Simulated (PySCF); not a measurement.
Method: B3LYP-D3(BJ)/def2-TZVP // M06-2X/def2-TZVP run with PySCF 2.14.0. Isolated molecules, 0 K electronic values unless said otherwise. One relaxed conformer stands for a flexible species; it need not be the lowest. B3LYP has the VWN-RPA correlation part, as in Gaussian. Excitations are Tamm–Dancoff values on a coarser integration grid. The basis has no diffuse functions, so Rydberg states are missing or too high.

Reference species (SMILES): `BC=O` (neutral, multiplicity 1).

```yaml
LUMO: -2.28 eV
S1–T1 gap (TDA): 0.73 eV
HOMO–LUMO gap: 4.92 eV
HOMO: -7.20 eV
```

After one change: the LUMO rises by 0.33 eV; the S1–T1 gap (TDA) falls by 0.23 eV; the HOMO–LUMO gap increases by 1.95 eV; the HOMO decreases by 1.62 eV.

Problem. Which change was made? The new species is one of these.
A. `BC#C`
B. `BS`
C. `BCF`
D. `BF`

Solution. C, `BCF`
